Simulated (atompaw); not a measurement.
**Building the PAW (atompaw) potential for lanthanum (La) (PBE, scalar-relativistic).**

atompaw 4.2.0.5 input, output lines left out:

```
La 57
GGA-PBE scalarrelativistic loggrid 2001 logderivrange -5 5 251
6 6 5 4 0 0
6 0 0
6 1 0
5 2 1
4 3 0
0 0 0
c
c
c
c
c
v
c
c
c
v
v
c
c
v
v
3
3.00 2.60 2.70 2.90
y
-0.4
n
n
y
-0.7
n
y
-0.85
n
custom rrkj gramschmidtortho gaussian
4 0 troulliermartins
3.00
3.00
2.75
3.00
3.00
3.00
1.25
1.25
```

All-electron outer shells of the reference configuration (PBE, scalar-relativistic, ld1.x):

```csv
shell,level (eV),outermost node (bohr),outermost maximum (bohr)
4d,-116.57,0.32,0.68
5s,-51.52,0.77,1.41
5p,-34.92,0.83,1.58
4f,-16.97,–,0.75
5d,-14.70,0.95,2.13
6s,-13.52,1.84,3.43
6p,-9.95,2.13,4.13
```

Calculated quality:

```
Cutoffs needed                                           : 10 Ry and 18 Ry (the cutoffs (Ry, on a coarse ladder) from which the occupation-weighted sum of valence levels, in a spherical-Bessel basis at the reference potential, stays within 10 and 1 mRy of its value at 400 Ry) The cutoffs count occupied waves only; the empty 4f level needs 80 Ry at the loose tolerance.
Ghost test                                               : ghost state, extra bound levels that the all-electron valence spectrum of the same l lacks: s at -55.8 eV; a true bound ghost makes a file unfit for plane-wave use (spherical-Bessel basis up to 400 Ry, 20 bohr box)
Lowest eigenvalue of the overlap operator                : 0.00 (p channel)
Overlap eigenvalues printed by atompaw (projector basis) : 0.00235, 0.0571, 0.571, 2.06, 5.85, 8.02, 13.2, 14.4
Share of each valence orbital outside the PAW sphere     : 6s 75 %, 5p 4 %, 6p 88 %, 5d 29 %, 4f 2 %
```

Generation and tests took about 11 s on one core of a shared server CPU.
